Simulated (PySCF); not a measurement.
B(F)(Br)(Me) (CH₃BBrF), SMILES BrB(F)C. Coordinates come from a B3LYP-D3(BJ)/def2-SVP optimisation.

Give the equilibrium geometry at B3LYP-D3(BJ)/def2-SVP (PySCF confirms it by a frequency run) as bond lengths and angles. (The exact figures need the calculation; the answer reports its results.)


Atoms: B1 F2 Br3 C4 H5 H6 H7. Bonded distances (Å): B1–F2 1.321, B1–Br3 1.936, B1–C4 1.559, C4–H5 1.099, C4–H6 1.106, C4–H7 1.101. Bond angles (°): F2–B1–Br3 116.3, F2–B1–C4 121.7, Br3–B1–C4 122.0, B1–C4–H5 112.7, B1–C4–H6 108.0, B1–C4–H7 111.9, H5–C4–H6 106.6, H5–C4–H7 110.0, H6–C4–H7 107.4.
Charge 0, spin multiplicity 1.
